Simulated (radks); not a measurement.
Polarisability of the xenon ion Xe6+, [Kr] 4d10 5s2, at imaginary frequency. Calculated with a radial shooting solver on a logarithmic mesh with Libxc functionals: non-relativistic Kohn-Sham, LDA (Slater exchange, Perdew-Wang correlation), spin-polarised, spherical densities, point nucleus; relativity is left out, which matters for an element this heavy. Response by self-consistent Sternheimer equations with the Hartree and adiabatic LDA kernel.

w (hartree)  alpha1(iw) (bohr^3)  alpha2(iw) (bohr^5)
0.00266                    5.293                8.981
0.0143                     5.290                8.980
0.0360                     5.276                8.974
0.0697                     5.231                8.955
0.118                      5.120                8.906
0.186                      4.888                8.798
0.280                      4.468                8.576
0.413                      3.825                8.149
0.605                      3.014                7.381
0.892                      2.197                6.143
1.35                       1.522                4.475
2.12                       1.012                2.740
3.59                      0.5968                1.390
6.94                      0.2562               0.5468
17.5                     0.06266               0.1182

Static values: alpha1 = 5.293 bohr^3 (0.7843 angstrom^3; uncoupled 9.826), alpha2 = 8.981 bohr^5, alpha3 = 30.58 bohr^7. C6 = 17.01, C8 = 185.3, triple-dipole C9 = 59.87 atomic units. One-pole (London) frequency 4 C6 / (3 alpha1^2) = 0.810 hartree, against 3.078 for minus the highest occupied eigenvalue. The dipole shielding factor is 0.889, as the force sum rule N/Z = 0.889 demands.
